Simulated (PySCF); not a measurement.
## Atomic charges against the basis set

Compound: C2H7AlN2.
Bonds: C1–C2, C2–N3, N3–Al4, Al4–N5, C1–N5. Hydrogens: H6, H7 on C1; H8, H9 on C2; H10 on N3; H11 on Al4; H12 on N5.

PBE0 throughout (PySCF), one geometry, spherical d and f functions. One conformer (not necessarily the lowest) at the PBE0-D3(BJ)/def2-SVP geometry, without solvent, vibrations or thermal averaging. Atoms taken as equivalent share a column and are averaged.

Mulliken charges (e):

```json
{"basis": "STO-3G", "functions": "36", "C1/C2": "-0.075", "N3/N5": "-0.536", "Al4": "+0.908", "H6/H7/H8/H9": "+0.057", "H10/H12": "+0.153", "H11": "-0.217"}
{"basis": "6-31G", "functions": "63", "C1/C2": "-0.123", "N3/N5": "-0.955", "Al4": "+1.039", "H6/H7/H8/H9": "+0.159", "H10/H12": "+0.318", "H11": "-0.154"}
{"basis": "pcSseg-0", "functions": "63", "C1/C2": "-0.215", "N3/N5": "-1.065", "Al4": "+1.286", "H6/H7/H8/H9": "+0.220", "H10/H12": "+0.319", "H11": "-0.244"}
{"basis": "6-31G*", "functions": "88", "C1/C2": "-0.160", "N3/N5": "-0.748", "Al4": "+0.626", "H6/H7/H8/H9": "+0.158", "H10/H12": "+0.329", "H11": "-0.097"}
{"basis": "cc-pVDZ", "functions": "109", "C1/C2": "+0.070", "N3/N5": "-0.402", "Al4": "+0.477", "H6/H7/H8/H9": "+0.028", "H10/H12": "+0.086", "H11": "-0.099"}
{"basis": "def2-SVP", "functions": "109", "C1/C2": "+0.082", "N3/N5": "-0.515", "Al4": "+0.689", "H6/H7/H8/H9": "+0.024", "H10/H12": "+0.127", "H11": "-0.173"}
{"basis": "aug-cc-pVDZ", "functions": "182", "C1/C2": "+0.746", "N3/N5": "-0.351", "Al4": "+0.382", "H6/H7/H8/H9": "-0.236", "H10/H12": "-0.220", "H11": "+0.211"}
{"basis": "6-311+G(2d,p)", "functions": "185", "C1/C2": "-0.165", "N3/N5": "-0.874", "Al4": "+1.244", "H6/H7/H8/H9": "+0.121", "H10/H12": "+0.229", "H11": "-0.105"}
{"basis": "def2-TZVP", "functions": "203", "C1/C2": "-0.077", "N3/N5": "-0.459", "Al4": "+0.387", "H6/H7/H8/H9": "+0.088", "H10/H12": "+0.208", "H11": "-0.080"}
{"basis": "cc-pVTZ", "functions": "252", "C1/C2": "-0.053", "N3/N5": "-0.270", "Al4": "+0.209", "H6/H7/H8/H9": "+0.068", "H10/H12": "+0.127", "H11": "-0.087"}
{"basis": "IGLO-III", "functions": "254", "C1/C2": "-0.154", "N3/N5": "-0.572", "Al4": "+0.861", "H6/H7/H8/H9": "+0.105", "H10/H12": "+0.195", "H11": "-0.219"}
```

IAO charges (e):

```tsv
basis	functions	C1/C2	N3/N5	Al4	H6/H7/H8/H9	H10/H12	H11
STO-3G	36	-0.182	-0.655	+1.134	+0.110	+0.184	-0.268
6-31G	63	-0.157	-0.675	+0.808	+0.126	+0.259	-0.166
pcSseg-0	63	-0.156	-0.666	+0.831	+0.123	+0.246	-0.175
6-31G*	88	-0.134	-0.696	+0.877	+0.116	+0.252	-0.185
cc-pVDZ	109	-0.133	-0.693	+0.868	+0.116	+0.253	-0.185
def2-SVP	109	-0.128	-0.689	+0.885	+0.112	+0.248	-0.195
aug-cc-pVDZ	182	-0.139	-0.719	+0.893	+0.121	+0.263	-0.186
6-311+G(2d,p)	185	-0.140	-0.730	+0.922	+0.121	+0.263	-0.192
def2-TZVP	203	-0.139	-0.727	+0.926	+0.120	+0.260	-0.194
cc-pVTZ	252	-0.140	-0.722	+0.915	+0.120	+0.260	-0.192
IGLO-III	254	-0.141	-0.732	+0.929	+0.121	+0.263	-0.193
```

Hirshfeld charges (e):

| basis | functions | C1/C2 | N3/N5 | Al4 | H6/H7/H8/H9 | H10/H12 | H11 |
| --- | --- | --- | --- | --- | --- | --- | --- |
| STO-3G | 36 | +0.031 | -0.339 | +0.630 | -0.003 | +0.080 | -0.161 |
| 6-31G | 63 | -0.013 | -0.322 | +0.488 | +0.027 | +0.108 | -0.140 |
| pcSseg-0 | 63 | -0.016 | -0.316 | +0.511 | +0.024 | +0.105 | -0.153 |
| 6-31G* | 88 | -0.015 | -0.315 | +0.474 | +0.026 | +0.111 | -0.143 |
| cc-pVDZ | 109 | -0.028 | -0.303 | +0.492 | +0.026 | +0.108 | -0.149 |
| def2-SVP | 109 | -0.027 | -0.308 | +0.505 | +0.026 | +0.108 | -0.154 |
| aug-cc-pVDZ | 182 | -0.043 | -0.322 | +0.534 | +0.033 | +0.106 | -0.149 |
| 6-311+G(2d,p) | 185 | -0.039 | -0.320 | +0.534 | +0.031 | +0.104 | -0.150 |
| def2-TZVP | 203 | -0.038 | -0.318 | +0.523 | +0.030 | +0.108 | -0.150 |
| cc-pVTZ | 252 | -0.037 | -0.316 | +0.519 | +0.030 | +0.108 | -0.150 |
| IGLO-III | 254 | -0.041 | -0.318 | +0.528 | +0.031 | +0.106 | -0.147 |

ESP-fitted charges (e):

```tsv
basis	functions	C1/C2	N3/N5	Al4	H6/H7/H8/H9	H10/H12	H11
STO-3G	36	+0.036	-0.608	+0.853	+0.021	+0.222	-0.238
6-31G	63	+0.130	-0.882	+0.887	+0.028	+0.371	-0.237
pcSseg-0	63	+0.105	-0.859	+0.979	+0.035	+0.345	-0.301
6-31G*	88	+0.107	-0.776	+0.780	+0.024	+0.340	-0.217
cc-pVDZ	109	+0.093	-0.710	+0.735	+0.022	+0.310	-0.207
def2-SVP	109	+0.116	-0.740	+0.809	+0.014	+0.310	-0.239
aug-cc-pVDZ	182	+0.111	-0.779	+0.823	+0.023	+0.324	-0.224
6-311+G(2d,p)	185	+0.113	-0.812	+0.862	+0.025	+0.335	-0.233
def2-TZVP	203	+0.113	-0.781	+0.836	+0.020	+0.327	-0.234
cc-pVTZ	252	+0.108	-0.755	+0.811	+0.020	+0.316	-0.229
IGLO-III	254	+0.117	-0.795	+0.852	+0.021	+0.327	-0.234
```

Some averages cover members that differ in this geometry, most widely: C1/C2, ESP-fitted in IGLO-III +0.079 to +0.155; C1/C2, ESP-fitted in 6-311+G(2d,p) +0.075 to +0.150; C1/C2, ESP-fitted in aug-cc-pVDZ +0.073 to +0.148; C1/C2, ESP-fitted in def2-TZVP +0.078 to +0.148 e.

Question: Which scheme is steadiest as the basis changes?

Answer: Largest range over the bases for any column: Hirshfeld 0.16 e, ESP-fitted 0.27 e, IAO 0.33 e, Mulliken 1.08 e. Hirshfeld charges move least and Mulliken charges most, counted in e. Without the minimal STO-3G basis the ranges are Hirshfeld 0.06, ESP-fitted 0.24, IAO 0.12, Mulliken 1.08 e.

Question: How much do the charges still move between the two largest bases, cc-pVTZ and IGLO-III?

Answer: At most, over all atoms: Mulliken 0.652 e, IAO 0.014 e, Hirshfeld 0.009 e, ESP-fitted 0.041 e.

Question: What do the same runs give for the total energy, the frontier levels and the dipole moment?

Answer: 
```json
{"basis": "STO-3G", "energy (Eh)": "-426.7823", "HOMO (eV)": "-2.23", "LUMO (eV)": "6.07", "μ (D)": "0.72"}
{"basis": "6-31G", "energy (Eh)": "-431.9676", "HOMO (eV)": "-5.58", "LUMO (eV)": "0.25", "μ (D)": "0.46"}
{"basis": "pcSseg-0", "energy (Eh)": "-431.3596", "HOMO (eV)": "-5.62", "LUMO (eV)": "0.50", "μ (D)": "0.77"}
{"basis": "6-31G*", "energy (Eh)": "-432.0317", "HOMO (eV)": "-5.65", "LUMO (eV)": "0.29", "μ (D)": "0.41"}
{"basis": "cc-pVDZ", "energy (Eh)": "-432.0601", "HOMO (eV)": "-5.72", "LUMO (eV)": "0.19", "μ (D)": "0.34"}
{"basis": "def2-SVP", "energy (Eh)": "-431.8440", "HOMO (eV)": "-5.74", "LUMO (eV)": "0.30", "μ (D)": "0.34"}
{"basis": "aug-cc-pVDZ", "energy (Eh)": "-432.0802", "HOMO (eV)": "-5.95", "LUMO (eV)": "-0.25", "μ (D)": "0.25"}
{"basis": "6-311+G(2d,p)", "energy (Eh)": "-432.1243", "HOMO (eV)": "-5.98", "LUMO (eV)": "-0.19", "μ (D)": "0.25"}
{"basis": "def2-TZVP", "energy (Eh)": "-432.1409", "HOMO (eV)": "-5.93", "LUMO (eV)": "0.03", "μ (D)": "0.26"}
{"basis": "cc-pVTZ", "energy (Eh)": "-432.1369", "HOMO (eV)": "-5.90", "LUMO (eV)": "0.03", "μ (D)": "0.28"}
{"basis": "IGLO-III", "energy (Eh)": "-432.1467", "HOMO (eV)": "-5.96", "LUMO (eV)": "0.09", "μ (D)": "0.22"}
```

The dipole is fixed by the density alone, so its range of 0.55 D shows that the density itself changes with the basis, not only its division among atoms.
